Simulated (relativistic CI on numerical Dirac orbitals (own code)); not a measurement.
# Ru⁺: 4p photoemission

Computed with this model: Dirac-Coulomb-Breit CI, orbitals from a KLI potential per configuration, model QED (radiative potential, 1s self-energy scaled to tabulated hydrogen-like ionisation energies), valence Slater integrals scaled by 0.7, multiplet model of photoemission in the sudden approximation; configurations [Kr] 4d7 → [Ar] 3d10 4s2 4p5 4d7; 300 K; Lorentzian 0.84 eV and Gaussian 0.6 eV FWHM. Energies are those of the free ion, without screening or charge transfer. The energies are binding energies and can lie tens of eV above those of solids. S is read from ⟨S²⟩ = S(S + 1).

Field parameters in Wybourne normalisation: Td as Oh with Dq negative (B⁴₀ = 21Dq, B⁴₄ = √(5/14) B⁴₀). The field is a parameter set, without covalency.

Computed curve for free ion, scaled to 100 at the maximum (points under 2 are left out and the grid is thinned):

```
Energy (eV)  Intensity
       53.4        2.1
       53.7        2.3
       54.1        2.8
       54.4        3.2
       54.8        3.9
       55.1        4.7
       55.5        6.2
       55.8        8.0
       56.2       12.0
       56.5       17.6
       56.8       28.7
       57.2       60.5
       57.5       91.1
       57.9       93.8
       58.2       70.9
       58.6       54.4
       58.9       57.9
       59.2       69.6
       59.6       83.6
       59.9       77.8
       60.3       61.7
       60.6       53.3
       61.0       47.2
       61.3       47.1
       61.7       41.6
       62.0       34.7
       62.3       28.9
       62.7       24.6
       63.0       27.4
       63.4       42.5
       63.7       58.6
       64.1       67.0
       64.4       54.5
       64.8       31.1
       65.1       20.7
       65.4       16.3
       65.8       15.3
       66.1       15.9
       66.5       16.8
       66.8       17.8
       67.2       18.7
       67.5       20.0
       67.9       20.6
       68.2       19.9
       68.5       23.3
       68.9       36.1
       69.2       43.1
       69.6       43.6
       69.9       48.4
       70.3       53.9
       70.6       43.2
       70.9       27.1
       71.3       13.8
       71.6        9.6
       72.0        7.4
       72.3        6.1
       72.7        4.3
       73.0        3.2
       73.4        2.4
       73.7        2.0
```

The ground state has S = 1.48, and the centroid lies at 62.65 eV.
